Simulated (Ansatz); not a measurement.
Born–Oppenheimer molecular dynamics of H₉NO₃Si (14 atoms, charge 0, multiplicity 1). It starts from a rough guess of a transition structure, not a stationary point.

The calculation used UKS PBE-D4/STO-3G in Ansatz 0.2.0.

```yaml
ensemble: NVE (velocity Verlet)
time_step: 0.5 fs
steps_asked: 150
starting_velocities_drawn_for: 100 K
seed: 993814
```

First frame:

```xyz
14
Properties=species:S:1:pos:R:3
Si -0.521 -1.145 0.253
N -0.128 0.770 1.075
H 0.553 -2.119 0.161
H -1.162 -1.505 1.557
O -1.818 -1.098 -0.743
H 1.154 0.648 -1.101
O 0.489 -0.400 -1.389
H 0.833 1.379 0.369
O 1.677 1.670 -0.545
H 0.146 0.681 2.043
H -0.958 1.342 1.023
H -2.638 -1.468 -0.429
H -0.158 -0.122 -2.035
H 2.531 1.367 -0.238
```

How far do the bonds stretch over the last three quarters of this one trajectory? (Pairs bonded in most of those frames.)


```tsv
bond	mean (Å)	spread (Å)	shortest	longest
Si1–N2	1.916	0.084	1.79	2.03
Si1–H3	1.477	0.019	1.44	1.51
Si1–H4	1.491	0.010	1.47	1.51
Si1–O5	1.774	0.057	1.68	1.85
Si1–O7	1.932	0.108	1.77	2.08
N2–H10	1.062	0.030	1.01	1.11
N2–H11	1.066	0.039	1.01	1.12
O5–H12	1.041	0.048	0.97	1.11
H6–O7	1.191	0.038	1.12	1.26
O7–H13	1.045	0.063	0.95	1.14
H8–O9	1.174	0.028	1.13	1.24
O9–H14	1.040	0.060	0.95	1.13
```

Mean temperature of the second half: 524 K. The conserved energy stayed within 1.3 meV per atom of its start (net change -0.77 meV per atom), so the integration is sound. The system heated up, since it started high on the potential surface and ran downhill. A run of 0.075 ps of so small a system gives no equilibrium averages. The orbitals stay closed-shell, which can raise the energy where a bond breaks towards radicals; this wasn't checked here. Limits of this set-up: minimal basis.

The run took 7.7 min on 1 thread of Intel(R) Xeon(R) Platinum 8488C (Sapphire Rapids), on a shared host, peak memory 0.14 GiB.
